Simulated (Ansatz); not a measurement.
`[NH2][SbH][SiH3]`, relaxed with RKS PBE-D4/def2-SVP in Ansatz 0.2.0 from a rough embedded geometry. The force threshold is 0.03 eV/Å; the program also tests the step.

The species carries charge 0 and has multiplicity 1. Sb takes the def2 core potential.

Start:

```xyz
9

N     0.302   -1.843    0.554
Sb   -0.785   -0.948   -0.960
Si    0.192    1.308   -0.390
H     1.277   -1.805    0.307
H     0.108   -1.296    1.464
H    -2.200   -0.659    0.064
H     1.601    1.338   -0.868
H     0.094    1.524    0.988
H    -0.590    2.382   -1.158
```

```
        step  energy (eV)  largest force (eV/Å)  largest move (Å)
           1  -15992.4065                 2.243             0.000
           2  -15992.6853                 0.961             0.195
           3  -15992.7246                 0.505             0.100
4 (rejected)  -15992.7192                 0.271             0.171
           5  -15992.7355                 0.110             0.083
6 (rejected)  -15992.7347                 0.094             0.085
           7  -15992.7376                 0.026             0.043
           8  -15992.7386                 0.024             0.050
```

End:

```xyz
9

N     0.224   -1.944    0.657
Sb   -0.747   -1.001   -0.957
Si    0.134    1.412   -0.452
H     1.175   -2.192    0.345
H     0.354   -1.277    1.433
H    -2.168   -0.673   -0.014
H     1.585    1.485   -0.856
H     0.059    1.693    1.029
H    -0.615    2.497   -1.186
```

Hardware: 4 threads of a server CPU on a shared host. Wall time 4.5 s, peak host memory 0.17 GiB.
